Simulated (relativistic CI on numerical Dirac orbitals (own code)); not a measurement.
# Mo2+: calculation against measurement

Computed by Dirac-Coulomb-Breit CI, orbitals from a KLI potential per configuration, a model potential for QED, valence Slater integrals scaled by 0.85, P86 correlation estimate, and configurations built on the next ion tied to the tabulated ionisation energy (semi-empirical) (own radial code, finite nucleus).

Configurations in the expansion (outside the closed core [Kr]): 4d4, 4d3 5s, 4d3 5p, 4d3 5d, 4d3 6s, 4d3 4f, 4d3 5f, 4d2 5s2, 4d2 5s 5p, 4d3 6p, 4d2 4f2, 4d3 6d, 4d3 5g, 4d2 5p2, 4d3 6f, 4d3 6g, 4d2 5s 6s, 4d2 4f 5s, 4d2 5p 6s. Levels of other configurations are missing.

```csv
Configuration,Term (tabulated),J,Measured (cm⁻¹),Computed,Error,Purity (%)
4d4,5D,0,0.0,0,0,98
4d4,5D,1,242.0,207,-35,99
4d4,5D,2,668.2,583,-85,99
4d4,5D,3,1224.0,1086,-138,99
4d4,5D,4,1872.3,1685,-187,99
4d4,3P2,0,11149.2,12095,946,94
4d4,3P2,1,12510.3,13193,682,96
4d4,3H,4,12679.6,13248,568,91
4d4,3H,5,13275.5,13741,466,95
4d4,3H,6,13811.2,14208,397,98
4d4,3F2,2,13928.7,14667,738,96
4d4,3F2,3,13948.2,14721,773,82
4d4,3F2,4,14296.1,14998,702,81
4d4,3P2,2,14357.6,14906,549,95
4d4,3G,3,15871.2,16672,801,82
4d4,3G,4,16282.8,17088,806,83
4d4,3G,5,16714.4,17460,745,95
4d4,3D,3,19487.8,20981,1494,97
4d4,3D,2,19576.7,21026,1450,91
4d4,1I,6,20290.2,20681,391,98
4d4,1G2,4,20611.9,21619,1007,93
4d4,1D2,2,22806.2,24357,1551,88
4d4,1S2,0,22990.1,24589,1598,97
4d3 5s,5F,1,32418.7,37398,4979,99
4d3 5s,5F,2,32843.3,37783,4939,99
4d3 5s,5F,3,33452.2,38348,4896,100
4d3 5s,5F,4,34225.4,39072,4846,100
4d3 5s,5F,5,35129.4,39926,4796,99
4d4,1G1,4,36164.0,37951,1787,92
4d3 5s,5P,1,42404.7,48110,5705,98
4d3 5s,5P,2,42521.8,48356,5834,89
4d3 5s,3F,2,42665.8,48163,5498,86
4d3 5s,3F,4,44655.3,50192,5537,89
4d3 5s,3G,3,46299.6,51798,5499,96
4d3 5s,3G,4,46601.6,52077,5476,87
4d3 5s,3G,5,46962.1,52415,5453,88
4d3 5s,3P,2,49088.7,54881,5792,69
4d3 5s,3H,4,49541.7,54905,5363,87
4d3 5s,3H,5,50318.8,55581,5263,90
4d3 5s,3H,6,50481.6,55735,5253,99
4d3 5s,3D,3,51425.9,57447,6021,98
4d3 5s,3D,2,51482.9,57376,5893,74
4d3 5s,1G,4,52698.0,58319,5622,84
4d3 5s,3P,1,52811.0,59167,6356,58
4d3 5s,3P,0,53407.5,59774,6366,94
4d3 5s,3P,2,54191.2,60543,6352,92
4d3 5s,1H,5,54853.3,60465,5612,98
4d3 5s,1P,1,55366.5,61544,6177,60
4d3 5s,1D,2,56741.9,62910,6168,85
4d3 5s,3F,4,58730.3,64934,6204,98
4d3 5s,3F,3,58893.8,65095,6201,97
4d3 5p,5G°,2,73853.2,77343,3489,97
4d3 5p,5G°,3,74724.8,78133,3409,97
4d3 5p,5G°,4,75816.5,79136,3320,97
4d3 5p,3D°,1,75972.4,79808,3836,59
4d3 5p,5G°,5,77113.3,80336,3222,97
4d3 5p,5D°,0,78568.4,81988,3420,98
4d3 5p,5G°,6,78689.4,81768,3078,99
4d3 5p,5F°,4,79497.1,82856,3359,68
4d3 5p,5F°,5,80343.2,83690,3347,81
```

Measured levels from Sugar and Musgrove, J. Phys. Chem. Ref. Data 17, 155 (1988); pairs were made by configuration, J and term (by order where the table uses no LS term), so strongly mixed levels may be paired wrongly.

Mean error by configuration (cm⁻¹): 4d4 739; 4d3 5s 5633; 4d3 5p 3387. Over the excited levels the mean absolute error is 3398 cm⁻¹ (59 of the 67 excited levels that our extract of the source holds in range could be paired, and the others can miss by more), and the median relative error of those above 1,000 cm⁻¹ is 10 %.
